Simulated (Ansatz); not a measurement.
Consider the atomization: `[F][Al]1[NH][SiH2]1` → Al• + F• + 3 H• + N• + Si•.

Computed with Ansatz on PBE0-D4/def2-TZVP structures; ΔE is electronic, products minus reactants. CCSD(T)/CBS adds triple-zeta CCSD(T) − MP2 to the extrapolated MP2 energy (def2 sets, frozen cores). This one scheme is used for every species, atoms too. DFT in def2-TZVPP. Open shells (•) are unrestricted, without spin–orbit coupling. Spin–orbit coupling would lower the free atoms: a little for Al, F, Si.

`[F][Al]1[NH][SiH2]1`:

```xyz
7

F    -1.043    2.201    1.841
Al   -0.637    0.999    0.799
N     0.834    0.150    0.329
Si   -0.328   -0.682   -0.718
H     1.829    0.000    0.412
H    -0.134   -0.526   -2.188
H    -0.520   -2.142   -0.475
```

```tsv
level	ΔE (eV)
LDA (SPW92)	27.52
BLYP-D4	24.08
PBE0-D4	23.83
PBE-QIDH	23.76
r2SCAN	24.13
r2SCAN0	23.56
CCSD(T)/def2-SVP	22.04
CCSD/def2-TZVPP	22.92
```

What does CCSD(T)/CBS give? (Estimate.)

Ansatz gave: +24.23 eV. The listed levels differ from it by 3.29, -0.15, -0.40, -0.47, -0.10, -0.67, -2.19, -1.31 eV.

Largest T1 diagnostic among the species: 0.018.

From BLYP to BHLYP (50 % exact exchange), in def2-TZVPP and without D4, ΔE moves by −0.77 eV: exact exchange takes away binding that semilocal exchange gives to molecules. At CCSD(T), def2-SVP lies −2.18 eV from the extrapolated value and def2-TZVPP −0.87 eV: correlation converges slowly with the basis, and small sets miss more of it in the bonded molecule than in its fragments.

For atomizations the MP2-based limit and the directly extrapolated one differ by several kJ/mol either way, and by 10 to 25 for some Ge, Se and Sn compounds, so smaller differences from it don't rank the levels.
